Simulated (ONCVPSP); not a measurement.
## silicon (Si): ONCV pseudisation with PBE, scalar-relativistic reference atom.

ONCVPSP 4.0.1 was run on this input:

```
# ATOM AND REFERENCE CONFIGURATION
# atsym  z   nc   nv     iexc    psfile
  Si 14.00    3    2        4      upf
#
#   n    l    f
    1    0    2.00
    2    0    2.00
    2    1    6.00
    3    0    1.50
    3    1    2.50
#
# PSEUDOPOTENTIAL AND OPTIMIZATION
# lmax
    1
#
#   l,   rc,      ep,       ncon, nbas, qcut
    0    1.55    0.00    4    9    4.10
    1    1.80    0.00    5   10    4.70
#
# LOCAL POTENTIAL
# lloc, lpopt,  rc(5),   dvloc0
    4    4    1.10    6.00
#
# VANDERBILT-KLEINMAN-BYLANDER PROJECTORs
# l, nproj, debl
    0    2    3.70
    1    1    3.10
#
# MODEL CORE CHARGE
# icmod, fcfact, rcfact
    3    3.75    1.15
#
# LOG DERIVATIVE ANALYSIS
# epsh1, epsh2, depsh
   -2.00    5.00    0.02
#
# OUTPUT GRID
# rlmax, drl
    6.00    0.01
#
# TEST CONFIGURATIONS
# ncnf
    4
# nvcnf
#   n    l    f
    2
    3    0    2.00
    3    1    2.00
#
    2
    3    0    2.00
    3    1    1.00
#
    2
    3    0    2.00
    3    1    0.00
#
    2
    3    0    1.00
    3    1    0.00
#
```

Command:

```bash
oncvpsp.x < Si.dat > Si.out
```

The program printed (shortened: citation, most of the input echo, consistency checks and plot data are left out):

```
ONCVPSP  (Optimized Norm-Conservinng Vanderbilt PSeudopotential)
scalar-relativistic version 4.0.1

#   n    l    f        energy (Ha)
    1    0    2.00    -6.5663966E+01
    2    0    2.00    -5.1575260E+00
    2    1    6.00    -3.5425229E+00
    3    0    1.50    -4.1154570E-01
    3    1    2.50    -1.6107748E-01

Reference configufation results
  iterations    26
  all-electron total energy (Ha)   -2.89712349D+02

Begin loop to  construct optimized pseudo wave functions
and semi-local pseudopoentials for all angular momenta

   Wellstate for l =  0  n =  5
     eigenvalue =   3.2885
     asymptotic potential =   3.7885
     half-point radius =  3.0189

Calculating optimized projector #   1

 for l=   0

    Fraction of norm inside rc  0.244830
    Optimizing pswf for qcut=   4.11 a_B^-1,  ecut=   8.45 Ha
    Residual kinetic energy error=  4.43D-04 Ha

    Energy error per electron        Cutoff
         Ha          eV             Ha
         0.01000     0.27211        5.02
         0.00100     0.02721        7.60
         0.00010     0.00272       15.07
         0.00001     0.00027       45.85

Calculating optimized projector #   2

 for l=   0

    Fraction of norm inside rc  0.106913
    Optimizing pswf for qcut=   4.11 a_B^-1,  ecut=   8.45 Ha
    Residual kinetic energy error=  2.41D-02 Ha

    Energy error per electron        Cutoff
         Ha          eV             Ha
         0.01000     0.27211        9.50
         0.00100     0.02721       31.65
         0.00010     0.00272      118.19
         0.00001     0.00027      137.83

Calculating optimized projector #   1

 for l=   1

    Fraction of norm inside rc  0.216400
    Optimizing pswf for qcut=   4.70 a_B^-1,  ecut=  11.03 Ha
    Residual kinetic energy error=  1.58D-05 Ha

    Energy error per electron        Cutoff
         Ha          eV             Ha
         0.01000     0.27211        2.09
         0.00100     0.02721        3.25
         0.00010     0.00272        7.82
         0.00001     0.00027       25.52

Construct Vanderbilt / Kleinmman-Bylander projectors

B matrix Hermiticity error, ll=   0
   1   2   -1.8016E-04

  Orthonormal projector coefficients  4.4114E+00  9.5271E-01

Model core correction analysis
  based on d2Exc/dn_idn_j

d2excae - all-electron derivatives

   -3.729783D-02   -2.878073D-02
   -2.878150D-02   -2.742192D-02

d2excps - pseudofunction derivatives with no core correction

   -4.053327D-02   -3.037413D-02
   -3.037821D-02   -2.807449D-02

rms 2nd derivative error    1.998898E-03

rmatch, rhocmatch    1.2054    0.6362

Teter function model core charge with specified parameters

d2excps - pseudofunction derivatives with core correction

   -3.921688D-02   -2.971003D-02
   -2.971463D-02   -2.777193D-02

rms 2nd derivative error    1.176817E-03

Pseudoatom total energy   -3.626489

Diagnostic tests using Vanderbilt-Kleinman-Bylander pseudopotentials
  1 or more projectors used as specified by nproj input data

   l    rcore       rmatch      e in        delta e   norm test  slope test

   0   1.5589620   1.6062955  -0.4115457  -0.0000010   1.0000238   1.0000097
   0   1.5589620   1.6062955   3.2884543   0.0000019   1.0002582   1.0002582

   1   1.8104438   1.8654128  -0.1610775   0.0000008   1.0000036   0.9999961

 Testing for bound ghosts
   n   l    E NL Schr. Eq   E Basis Diag.   E Cutoff

   1   0       -0.411547       -0.396144    142.52

   2   1       -0.161077       -0.140307    119.89

 Testing for highly-localized positive-energy ghosts
       l    <radius>/rc     E Basis Diag.   E Cutoff

Test configuration 0

   n   l     f        eae           eps        diff
   1   0  2.0000  -65.66396615
   2   0  2.0000   -5.15752595
   2   1  6.0000   -3.54252293
   3   0  1.5000   -0.41154570   -0.41154668   -9.85D-07
   3   1  2.5000   -0.16107748   -0.16107670    7.80D-07

    Total energies and differences
      AE_ref= -2.89712349D+02  AE_tst= -2.89712349D+02  dif=  0.00D+00
      PS_ref= -3.62648905D+00  PS_tst= -3.62648905D+00  dif= -2.66D-15
      PSP excitation error=  2.66D-15

Test configuration 1

   n   l     f        eae           eps        diff
   1   0  2.0000  -65.63199305
   2   0  2.0000   -5.12654738
   2   1  6.0000   -3.51173570
   3   0  2.0000   -0.39736459   -0.39742809   -6.35D-05
   3   1  2.0000   -0.14998149   -0.15000959   -2.81D-05

    Total energies and differences
      AE_ref= -2.89712349D+02  AE_tst= -2.89836820D+02  dif= -1.24D-01
      PS_ref= -3.62648905D+00  PS_tst= -3.75097311D+00  dif= -1.24D-01
      PSP excitation error=  1.33D-05

Test configuration 2

   n   l     f        eae           eps        diff
   1   0  2.0000  -65.98789348
   2   0  2.0000   -5.47570426
   2   1  6.0000   -3.86146401
   3   0  2.0000   -0.69950321   -0.69949858    4.63D-06
   3   1  1.0000   -0.42834919   -0.42840550   -5.63D-05

    Total energies and differences
      AE_ref= -2.89712349D+02  AE_tst= -2.89552380D+02  dif=  1.60D-01
      PS_ref= -3.62648905D+00  PS_tst= -3.46647802D+00  dif=  1.60D-01
      PSP excitation error= -4.15D-05

Test configuration 3

   n   l     f        eae           eps        diff
   1   0  2.0000  -66.43699071
   2   0  2.0000   -5.90942986
   2   1  6.0000   -4.29635628
   3   0  2.0000   -1.04868596   -1.04834799    3.38D-04

    Total energies and differences
      AE_ref= -2.89712349D+02  AE_tst= -2.88964655D+02  dif=  7.48D-01
      PS_ref= -3.62648905D+00  PS_tst= -2.87866561D+00  dif=  7.48D-01
      PSP excitation error= -1.29D-04

Test configuration 4

   n   l     f        eae           eps        diff
   1   0  2.0000  -67.01663042
   2   0  2.0000   -6.46352154
   2   1  6.0000   -4.85157200
   3   0  1.0000   -1.45115744   -1.44403968    7.12D-03

    Total energies and differences
      AE_ref= -2.89712349D+02  AE_tst= -2.87716225D+02  dif=  2.00D+00
      PS_ref= -3.62648905D+00  PS_tst= -1.63268032D+00  dif=  1.99D+00
      PSP excitation error=  2.32D-03
```

The run took about 1.8 s on one core of a shared server CPU.
